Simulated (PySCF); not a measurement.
# Ionisation energy of As²⁶⁺ by level of theory

As²⁶⁺ [He] 2s2 2p3 (4S) → As²⁷⁺ [He] 2s2 2p2 (3P), as a difference of total energies. All numbers are calculated (PySCF 2.14, the spin-free X2C one-electron Hamiltonian (Gaussian nucleus), in an uncontracted even-tempered set (19 s from 7.6 bohr⁻², ratio 2.2; 12 p from 9.8 bohr⁻², ratio 2.2; 6 d from 40 bohr⁻², ratio 2.4; 5 f from 60 bohr⁻², ratio 2.4; 4 g from 91 bohr⁻², ratio 2.4)). Correlated levels: nothing frozen; virtual orbitals above 40 to 60 times the deepest correlated orbital energy dropped. The calculations carry no spin-orbit coupling.

| method | ionisation energy (eV) |
| --- | --- |
| UHF | 2793.7 |
| LDA | 2791.5 |
| PBE | 2791.8 |
| PBE0 | 2792.5 |
| r2SCAN | 2794.4 |
| TPSSh | 2792.1 |
| PBEsol | 2791.2 |
| MP2 (all electrons) | 2793.7 |
| SCS-MP2 (all electrons) | 2793.2 |

Spin-orbit coupling is strong in these open shells (close to jj coupling). The scalar numbers leave it out and a first-order estimate fails, so it can dominate the gap to the real levels.

For this ion Breit and QED terms and the two-electron picture change, all absent here, outweigh the differences among the correlated methods.

For comparison: 2766 ± 21 eV (semi-empirical (NIST evaluation); NIST Atomic Spectra Database, ionization energies).
